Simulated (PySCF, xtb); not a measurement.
NbO2F, SMILES [O]=[Nb](=[O])[F], multiplicity 1.

GFN2-xTB (xtb) at its own geometry gives an orbital gap of 1.63 eV and a dipole moment of 7.01 D.

Coordinates come from a PBE-D3(BJ)/def2-TZVP optimisation. The multiplicity is an assumed one; other spin states were not compared. The def2 effective core potentials stand for the cores of Nb; spin–orbit coupling is left out.

Problem. What does PBE/def2-TZVPD run with PySCF give? (An estimate is asked for; the answer gives what the named calculation found.)

Solution. gap 2.36 eV (levels -7.03 and -4.67 eV), dipole 4.95 D.
